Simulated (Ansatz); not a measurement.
Program: Ansatz. Geometries: PBE0-D4/def2-TZVP. ΔE: electronic, gas phase. CCSD(T)/CBS adds triple-zeta CCSD(T) − MP2 to the extrapolated MP2 energy (def2 sets, frozen cores). DFT in def2-TZVPP. Each species was taken in one conformer, which may not be the lowest.

`N[SiH](N)F` + `CO[SiH](N)O` → `N[Si@H](F)O[Si@@H](N)O` + CH₃NH₂  (formal exchange of groups at the Si–N bond)

`N[SiH](N)F`:

Cartesian coordinates in Å:
```
N 0.262 0.857 -1.129
Si 0.395 -0.384 0.024
N -0.871 -0.202 1.133
F 0.382 -1.724 -0.856
H 0.675 0.764 -2.041
H 0.161 1.818 -0.851
H 1.636 -0.484 0.828
H -0.821 -0.599 2.056
H -1.820 -0.046 0.834
```

`CO[SiH](N)O`:

Z-matrix (Å, degrees):
```
C
O 1 1.409
H 1 1.096 2 111.5
H 1 1.094 2 111.3 3 121.4
H 1 1.092 2 108.2 3 -119.0
Si 2 1.633 1 124.0 3 -61.2
O 6 1.643 2 104.9 1 -50.7
N 6 1.701 2 112.4 1 -171.5
H 6 1.486 2 110.4 1 69.5
H 7 0.958 6 116.5 2 -174.4
H 8 1.008 6 120.7 2 55.7
H 8 1.007 6 119.3 2 -88.7
```

`N[Si@H](F)O[Si@@H](N)O`:

Z-matrix (Å, degrees):
```
Si
O 1 1.634
O 1 1.638 2 112.9
N 1 1.705 2 109.8 3 118.2
H 1 1.476 2 103.6 3 -115.5
H 2 0.959 1 116.5 3 -72.5
Si 3 1.617 1 144.0 2 116.3
H 4 1.008 1 120.1 2 -155.7
H 4 1.007 1 121.2 2 55.6
N 7 1.687 3 107.9 1 155.8
F 7 1.607 3 106.4 1 33.5
H 7 1.475 3 113.8 1 -81.3
H 10 1.005 7 122.3 3 170.0
H 10 1.006 7 121.7 3 -32.1
```

CH₃NH₂:

Cartesian coordinates in Å:
```
C -0.480 -0.294 -0.076
N 0.886 0.198 -0.023
H -1.240 0.380 0.346
H -0.544 -1.244 0.460
H -0.753 -0.495 -1.114
H 1.163 0.381 0.932
H 0.969 1.074 -0.524
```

(1) Is it downhill or uphill in electronic energy at CCSD(T)/CBS, and by how much? (Estimate.)

(2) What do these levels give: PBE-D4, PBE0-D4, ωB97M-V, B2PLYP, MP2/def2-TZVPP, SCS-MP2/def2-TZVPP, CCSD/def2-TZVPP, CCSD(T)/def2-TZVPP, MP2/def2-QZVPP, HF/CBS(def2), MP2/CBS(def2), CCSD/CBS(def2)? (Best estimate.)

Largest T1 diagnostic among the species: 0.011.

## Answers

(1) Computed: Downhill: ΔE = -80.3 kJ/mol.

(2) Ansatz gave: PBE-D4 -73.2, PBE0-D4 -77.0, ωB97M-V -77.4, B2PLYP -77.8, MP2/def2-TZVPP -80.5, SCS-MP2/def2-TZVPP -80.3, CCSD/def2-TZVPP -80.6, CCSD(T)/def2-TZVPP -79.8, MP2/def2-QZVPP -81.2, HF/CBS(def2) -84.2, MP2/CBS(def2) -81.0, CCSD/CBS(def2) -81.2 kJ/mol.

From PBE to PBE0 (25 % exact exchange), in def2-TZVPP and without D4, ΔE moves by −3.8 kJ/mol. The D4 term adds −3.5 kJ/mol with B3LYP and −2.3 kJ/mol with PBE0; it sums over pairs of atoms, weighted by their polarisabilities, and B3LYP, whose exchange is more repulsive, gets the larger term.

B3LYP here is the variant with VWN-RPA as its local correlation; programs differ in this.
